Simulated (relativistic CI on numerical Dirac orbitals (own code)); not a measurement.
# Transition arrays of Dy XXVI

These numbers are calculated, not measured: Dirac-Coulomb-Breit CI, KLI orbitals optimised for each configuration, model QED (radiative potential, 1s self-energy scaled to tabulated hydrogen-like ionisation energies), valence Slater integrals scaled by 0.9, whole transition arrays (own radial code, finite nucleus).

Configuration list (outside the closed core [Ar] 3d10 4s2): 4p⁶4d⁵, 4p⁶4d⁴4f, 4p⁵4d⁶, 4p⁶4d⁴5p, 4p⁶4d⁴5f. Levels of other configurations are missing.

All E1 lines from the levels of 4p⁶4d⁵; mean and standard deviation are weighted by gf, and upper levels are sorted by their leading configuration.

| Upper configuration | Lines | Σgf | Mean (eV) | Mean (nm) | σ (eV) | Strongest line (nm) |
| --- | --- | --- | --- | --- | --- | --- |
| 4p⁶4d⁴4f | 5921 | 846.5 | 187.63 | 6.608 | 9.80 | 6.490 |
| 4p⁵4d⁶ | 2794 | 608.7 | 195.64 | 6.337 | 12.67 | 6.316 |
| 4p⁶4d⁴5p | 3245 | 125.0 | 319.72 | 3.878 | 5.65 | 3.936 |
| 4p⁶4d⁴5f | 5470 | 283.8 | 450.69 | 2.751 | 5.20 | 2.721 |

Σgf per state of the lower configuration in bins of 0.2 nm over the central range (centre: value): 2.7: 1.09, 2.9: 0.04, 3.7: 0.04, 3.9: 0.43, 5.9: 0.11, 6.1: 0.78, 6.3: 1.34, 6.5: 2.61, 6.7: 0.39, 6.9: 0.08, 7.1: 0.06, 7.3: 0.07, 7.5: 0.08, 7.7: 0.06.

**Question.** How do configuration mixing and the scaling of the Slater integrals move the arrays?

**Answer.** Slater scale 0.9, no configuration mixing: 4p⁶4d⁴4f 180.5 ± 7.9 eV (Σgf 785.9), 4p⁵4d⁶ 172.8 ± 20.1 eV (Σgf 551.3), 4p⁶4d⁴5p 319.9 ± 5.6 eV (Σgf 140.6), 4p⁶4d⁴5f 450.7 ± 5.2 eV (Σgf 286.7); Slater scale 1: 4p⁶4d⁴4f 191.7 ± 9.9 eV (Σgf 951.9), 4p⁵4d⁶ 198.9 ± 13.4 eV (Σgf 529.6), 4p⁶4d⁴5p 319.8 ± 5.9 eV (Σgf 123.0), 4p⁶4d⁴5f 450.7 ± 5.4 eV (Σgf 283.9); Slater scale 0.8: 4p⁶4d⁴4f 184.3 ± 9.7 eV (Σgf 837.0), 4p⁵4d⁶ 192.5 ± 12.8 eV (Σgf 592.0), 4p⁶4d⁴5p 319.7 ± 5.4 eV (Σgf 126.9), 4p⁶4d⁴5f 450.6 ± 5.0 eV (Σgf 283.7). With mixing, levels are counted to their leading configuration, so an array can shrink or vanish into another, and the sums then hold other lines.
